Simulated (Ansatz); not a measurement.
`[SiH3]S[SiH2]Cl` + `F[CH2][GaH][SH]` → `F[CH2][GaH][SiH2]Cl` + `[SiH3]SS`  (redistribution)

Isolated molecules relaxed with PBE0-D4/def2-TZVP in Ansatz; ΔE leaves out vibrations. CBS: MP2 limit from def2 TZ/QZ plus the TZ coupled-cluster correction, frozen cores. Functionals use def2-TZVPP. B3LYP here is the variant with VWN-RPA as its local correlation; programs differ in this. For Ga outer-core shells are correlated without core-valence functions, which leaves a few kJ/mol of doubt a bond. Scalar relativity is left out up to krypton. Each species was taken in one conformer, which may not be the lowest.

```tsv
level	ΔE (kcal/mol)	difference from CCSD(T)/CBS
PBE-D4	45.2	-4.3
r2SCAN-D4	49.6	0.1
PBE0-D4	47.4	-2.1
B3LYP-D4	46.8	-2.7
ωB97X-V	48.5	-1.0
ωB97M-V	49.0	-0.5
B2PLYP	48.6	-0.9
PBE	44.6	-4.9
r2SCAN	49.5	0.0
PBE0	46.8	-2.7
B3LYP	45.8	-3.7
HF/def2-TZVPP	50.0	0.5
MP2/def2-TZVPP	52.9	3.4
SCS-MP2/def2-TZVPP	51.0	1.5
CCSD/def2-TZVPP	49.7	0.2
CCSD(T)/def2-TZVPP	49.9	0.4
HF/def2-QZVPP	49.8	0.3
MP2/def2-QZVPP	52.6	3.1
SCS-MP2/def2-QZVPP	50.8	1.3
HF/CBS(def2)	49.7	0.2
MP2/CBS(def2)	52.6	3.1
CCSD/CBS(def2)	49.3	-0.2
CCSD(T)/CBS	49.5	0
```

Largest T1 diagnostic among the species: 0.013.

From PBE to PBE0 (25 % exact exchange), in def2-TZVPP and without D4, ΔE moves by +2.2 kcal/mol. The D4 term adds +1.0 kcal/mol with B3LYP and +0.5 kcal/mol with PBE0; it sums over pairs of atoms, weighted by their polarisabilities, and B3LYP, whose exchange is more repulsive, gets the larger term.
